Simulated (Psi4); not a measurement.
Pair of molecules: HCl (SMILES Cl) (first 2 atoms) with CO2 (SMILES O=C=O); geometry from B3LYP-D3(BJ)/def2-TZVP.
(charge 0, multiplicity 1):
```json
[
 {"atom": "Cl", "x (Å)": "-0.8678", "y (Å)": "1.1472", "z (Å)": "0.2873"},
 {"atom": "H", "x (Å)": "-0.1538", "y (Å)": "0.3713", "z (Å)": "1.0210"},
 {"atom": "O", "x (Å)": "0.7220", "y (Å)": "-0.6691", "z (Å)": "2.7274"},
 {"atom": "C", "x (Å)": "0.5571", "y (Å)": "-0.6349", "z (Å)": "3.8772"},
 {"atom": "O", "x (Å)": "0.3962", "y (Å)": "-0.6042", "z (Å)": "5.0222"}
]
```

These are SAPT0/jun-cc-pV(D+d)Z run with Psi4 values and carry that method's errors.

Which attractive term is largest, and how does the interaction split up?

electrostatics -12.0, exchange 12.4, induction -3.7, dispersion -4.7, total -8.0 kJ/mol; the largest attraction is electrostatics.
